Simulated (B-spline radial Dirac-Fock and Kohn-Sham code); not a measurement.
# Auger decay of the 4f5/2 hole in Bi⁶⁺

System: bismuth as Bi⁶⁺ in the configuration [Xe] 4f14 5d9.

The run's input, task.json:

```json
{"items": [{
  "Z": 83,
  "q": 6,
  "cfg": [[1, 0, 2], [2, 0, 2], [2, 1, 6], [3, 0, 2], [3, 1, 6], [3, 2, 10], [4, 0, 2], [4, 1, 6], [4, 2, 10], [4, 3, 14], [5, 0, 2], [5, 1, 6], [5, 2, 9]],
  "A": 209,
  "rrms": 5.5211,
  "do": ["binding", "quiet", "decay"],
  "holes": ["K", "L1", "L2", "L3", "M1", "M2", "M3", "M4", "M5", "N1", "N2", "N3", "N4", "N5", "N6", "N7"]
}]}
```

Command: `python xray_run.py task.json out`

Model: a relativistic independent-particle model: LDA orbitals of the hole state, radiative multipoles to third order, Auger rates from the Coulomb interaction with a continuum orbital, Dirac-Fock energies. Program: a radial B-spline solver. Kinetic energies are configuration averages from the vacuum level; the two-hole energies are estimated from single-hole states.

| transition | kinetic energy (eV) | width (meV) | share (%) |
| --- | --- | --- | --- |
| N6-O4O4 | 12.73 | 40.0 | 39.2 |
| N6-O4O5 | 16.23 | 57.8 | 56.6 |
| N6-O5O5 | 19.72 | 4.27 | 4.2 |

The listed channels hold 100 % of the non-radiative rate. Summed by principal shells, of 0.102 eV in all: NOO 100.0 %.

Values without a named source are computed, but for edge energies of neutral atoms, which are taken from tables.
